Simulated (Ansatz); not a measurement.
Species: C$_{3}$H$_{4}$N, net charge 0, doublet state. It need not be the lowest isomer of its formula. 
Geometry from a B3LYP-D3(BJ)/def2-TZVP (Ansatz, a quantum-chemistry and plane-wave program) optimisation:
```xyz
8

C     -1.5792     0.1486    -0.0893
C     -0.2734    -0.4526    -0.4641
N      0.8589    -0.0212     0.1045
C      1.8402     0.3806     0.6239
H     -1.5948     1.2231    -0.3001
H     -1.7743     0.0335     0.9821
H     -2.3891    -0.3243    -0.6418
H     -0.1800    -1.2434    -1.1948
```
Charge 0, spin multiplicity 2.

Basis-set convergence of Hartree-Fock and CCSD correlation energies (hartree) with Ansatz. Correlated levels leave the core frozen unless marked. Open shells are spin-unrestricted. Spin-orbit coupling is left out. No relativistic terms.

```tsv
basis	functions	E(HF)	E(corr, CCSD)
aug-cc-pVDZ	128	-170.33278	-0.57970
aug-cc-pVTZ	276	…	…
```

Problem. Complete the blanks.

Solution. 
- aug-cc-pVTZ, E(HF): -170.37348
- aug-cc-pVTZ, E(corr, CCSD): -0.67784
